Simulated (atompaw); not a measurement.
# Cutoff test, Tl (Z = 81), PAW (atompaw)

Tl, PAW, made with atompaw 4.2.0.5 (LDA (PW92), scalar-relativistic). Core [Xe] 4f14, reference 5d10 6s1 6p0 (charge +2). Waves: 6s (bound): rc 2.75 bohr; 6s channel at -1.15 Ry: rc 2.20 bohr; 6p (bound, empty): rc 2.75 bohr; 6p channel at -0.8 Ry: rc 2.75 bohr; 5d (bound): rc 2.75 bohr; 5d channel at -1.05 Ry: rc 2.00 bohr. Local part: ultrasoft scheme with l = 3 at 0 Ry, radius 2.50 bohr. Core correction: smooth core density matched at 1.95 bohr. Augmentation charge: gaussian compensation charge, radius 2.55 bohr; PAW radius 2.75 bohr; waves and projectors: custom polynom vanderbiltortho.

The pseudo-atom Hamiltonian at the reference potential is diagonalised in spherical Bessel functions j_l(qr) that vanish at 20 bohr, with q² up to the cutoff. All-electron valence levels (Ry): 6s -1.8977, 6p -1.1991, 5d -2.4563.

**Question.** How do the lowest levels (Ry) of each channel move with the cutoff, and are there ghosts?

**Answer.**

| cutoff (Ry) | s #1 | s #2 | p #1 | p #2 | d #1 | f #1 | Σ f·Δε (mRy) |
| --- | --- | --- | --- | --- | --- | --- | --- |
| 8 | -1.8976 | -0.6228 | -1.1985 | -0.4495 | -2.4182 | -0.3020 | 381.3 |
| 12 | -1.8977 | -0.6282 | -1.1990 | -0.4496 | -2.4546 | -0.3046 | 17.0 |
| 18 | -1.8977 | -0.6288 | -1.1991 | -0.4496 | -2.4556 | -0.3056 | 6.9 |
| 21 | -1.8977 | -0.6288 | -1.1991 | -0.4496 | -2.4561 | -0.3056 | 2.5 |
| 30 | -1.8977 | -0.6288 | -1.1991 | -0.4496 | -2.4562 | -0.3057 | 0.8 |
| 40 | -1.8977 | -0.6288 | -1.1991 | -0.4496 | -2.4563 | -0.3057 | 0.2 |
| 400 | -1.8977 | -0.6288 | -1.1991 | -0.4496 | -2.4563 | -0.3057 | 0.0 |

Result: no extra level below or beside the all-electron valence levels (s, p, d, f tested); 10 mRy is reached at 18 Ry and 1 mRy at 30 Ry.
